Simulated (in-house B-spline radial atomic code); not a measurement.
Values are calculated unless marked as measured or tabulated.
Correlation energy from the adiabatic connection: −Z/r, Z = 1.2

Two electrons in a singlet, external potential −Z/r, Z = 1.2 (atomic units). Full CI in B-splines (partial waves to l = 8, correlation up to 0.6 % small) with the density held fixed gives W(λ) = <V_ee>_λ − U, and E_c is the integral of W(λ) − W(0) from 0 to 1.

```tsv
λ	W(λ) − W(0) (hartree)
0	0.00000
0.02	-0.00211
0.05	-0.00519
0.12	-0.01207
0.25	-0.02374
0.4	-0.03564
0.6	-0.04937
0.8	-0.06109
1	-0.07120
```

(1) Integrate the table by the trapezoid rule.

(2) Now use only three numbers: W(0) = -0.51742, the initial slope W'(0) = -0.1063 (extrapolated from the first points) and the strong-coupling limit of the point-charge-plus-continuum model, W∞ = -0.7458. What do second-order theory and the interpolation W(λ) = W∞ + (W(0) − W∞)/√(1 + 2χλ) of Seidl, Perdew and Levy give?

Answers

(1) The strips give -0.00002, -0.00011, -0.00060, -0.00233, -0.00445, -0.00850, -0.01105, -0.01323, which sum to -0.04029 hartree. The direct value, W(1) − W(0) + T_c with T_c = 0.03078, is -0.04042; the curve is convex, so chords lie above it and the trapezoids fall short in size by 0.32 %.

(2) Second order keeps the slope alone: E_c = W'(0)/2 = -0.05315, +31 % in size against -0.04042. Matching the slope fixes χ = W'(0)/(W∞ − W(0)) = -0.1063/(-0.22838) = 0.46545. Integrating, with s = √(1 + 2χ) = 1.389570, E_c = −(W(0) − W∞)(s − 1)/(s + 1) = −0.22838 × 0.389570/2.389570 = -0.03723 hartree, -7.9 % in size against the full result. At λ = 1 the formula gives W − W(0) = -0.06403 against -0.07120. Part of the miss can come from the model's W∞.
